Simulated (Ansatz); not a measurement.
Born–Oppenheimer molecular dynamics of BClF2H2O (7 atoms, charge 0, multiplicity 1). It starts at the highest image of a converged band, a first-order saddle point between two minima.

The calculation used RKS B3LYP-D4/6-31G* (Ansatz 0.2.0).

```yaml
ensemble: NVE (velocity Verlet)
time_step: 0.5 fs
steps_asked: 200
starting_velocities_drawn_for: 100 K
seed: 2372
```

First frame:

```xyz
7
Properties=species:S:1:pos:R:3
B -0.411 0.541 -0.076
O 0.964 0.003 -0.317
F -1.278 0.302 -1.049
F -0.465 1.632 0.657
H 0.726 -0.816 0.526
Cl -0.539 -1.215 1.440
H 1.004 -0.447 -1.182
```

(1) How far do the bonds stretch over the last three quarters of this one trajectory? (Pairs bonded in most of those frames.)

Answers

(1) 
| bond | mean (Å) | spread (Å) | shortest | longest |
| --- | --- | --- | --- | --- |
| B1–O2 | 1.359 | 0.022 | 1.32 | 1.40 |
| B1–F3 | 1.336 | 0.010 | 1.31 | 1.35 |
| B1–F4 | 1.326 | 0.016 | 1.30 | 1.35 |
| O2–H7 | 0.969 | 0.009 | 0.95 | 0.98 |
| H5–Cl6 | 1.303 | 0.046 | 1.23 | 1.37 |

Mean temperature of the second half: 1300 K. The conserved energy stayed within 0.13 meV per atom of its start (net change 0.054 meV per atom), so the integration is sound. The kinetic energy rose, since the run started high on the potential surface and went downhill. It ends in pieces (BF2HO + ClH), so much of that is their flight and rotation, not heat. A run of 0.1 ps of so small a system gives no equilibrium averages. The orbitals stay closed-shell, which can raise the energy where a bond breaks towards radicals; this wasn't checked here.

Run time: 3.9 min on 2 threads of AMD EPYC 7R13 Processor (Zen 3), on a shared host, peak memory 0.17 GiB.
